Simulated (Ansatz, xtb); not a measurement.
**Two isomers of C4H4FNOS**

Structure X is `COc1csc(F)n1`, a singlet and structure Y is `COc1nc(F)cs1`, a singlet. Both are isolated molecules in the gas phase, relaxed with B3LYP-D3(BJ)/def2-SVP; the shapes shown needn't be the lowest conformers.

X (Å):

```xyz
12

C     0.9680    1.1828   -0.1512
C     0.1289   -0.3858   -1.7060
C    -0.4539   -1.5673   -2.0985
C     0.1660   -0.0294   -3.8544
F     0.3826    0.5772   -5.0052
N     0.4768    0.4805   -2.7155
O     0.3559   -0.0703   -0.4242
S    -0.5761   -1.6007   -3.8385
H     1.9633    1.2531   -0.6182
H     1.0625    1.2419    0.9406
H     0.3527    2.0186   -0.5204
H    -0.8021   -2.3863   -1.4755
```

Y (Å):

```tsv
atom	x (Å)	y (Å)	z (Å)
C	-0.9770	1.8571	0.0511
C	-0.1184	0.4944	-1.6450
C	0.3870	1.0196	-3.6932
C	0.7373	-0.2947	-3.7854
F	0.4834	1.8876	-4.6911
N	-0.0923	1.4712	-2.5018
O	-0.5272	0.5734	-0.3868
S	0.4456	-1.0579	-2.2379
H	-1.2718	1.7317	1.0997
H	-1.8320	2.1940	-0.5544
H	-0.1702	2.6003	-0.0386
H	1.1341	-0.8350	-4.6405
```

Energies in hartree; the thermal terms are from GFN2-xTB frequencies at re-optimised GFN2-xTB minima (ideal gas, soft modes damped towards free rotors, one conformer each, 298.15 K, 1 atm) and include the zero-point energy:

```
                              X           Y
E, CCSD(T)/def2-SVP  −780.876572  −780.883677
    E, MP2/def2-SVP  −780.792691  −780.799635
  E, MP2/def2-TZVPP  −781.693726  −781.700079
  zero-point energy     0.077101     0.077099
       H(298 K) − E     0.085670     0.085694
       G(298 K) − E     0.044512     0.044444
```

**Question.** Correct the CCSD(T) difference for the basis set by the MP2 change, then work out ΔE, ΔE₀, ΔH and ΔG for X → Y in kcal/mol (1 Eh = 627.51 kcal/mol) and the equilibrium ratio [Y]/[X].

**Answer.** 1. Differences Y − X: CCSD(T) −0.007105, MP2 in the small set −0.006944, MP2 in the large set −0.006353 Eh.
2. ΔE = −0.007105 + (−0.006353 − (−0.006944)) = −0.006514 Eh = −4.09 kcal/mol.
3. ΔE₀ = ΔE + ΔZPE = −0.006514 + (−0.000002) Eh = −4.09 kcal/mol.
4. ΔH = ΔE + (+0.000024) Eh = −4.07 kcal/mol.
5. ΔG = ΔE + (−0.000068) Eh = −4.13 kcal/mol, so ΔS = (ΔH − ΔG)/T = +0.8 J/(mol K).
6. kT = 0.9442 mEh, so K = [Y]/[X] = exp(−ΔG/kT) = exp(+6.97) ≈ 1.1 × 10^3.

Structure Y is favoured at this temperature. An error of 1 kcal/mol in ΔG would change K by a factor of 5.4. Mirror images and further conformers aren't counted.

As drawn, both hold the same kinds of bond in the same numbers.

Other levels gave ΔE = −4.3 (GFN2-xTB); −3.0 (HF/STO-3G, GFN2-xTB geometries); −4.4 (r2SCAN-D4/def2-SVP, GFN2-xTB geometries); −4.4 (B3LYP-D3(BJ)/def2-SVP); −5.9 (HF/def2-SVP); −4.4 (MP2/def2-SVP); −4.5 (CCSD(T)/def2-SVP) kcal/mol. The correlated steps freeze 12 core orbitals. Programs: Ansatz 0.2.0, xtb 6.7.1.
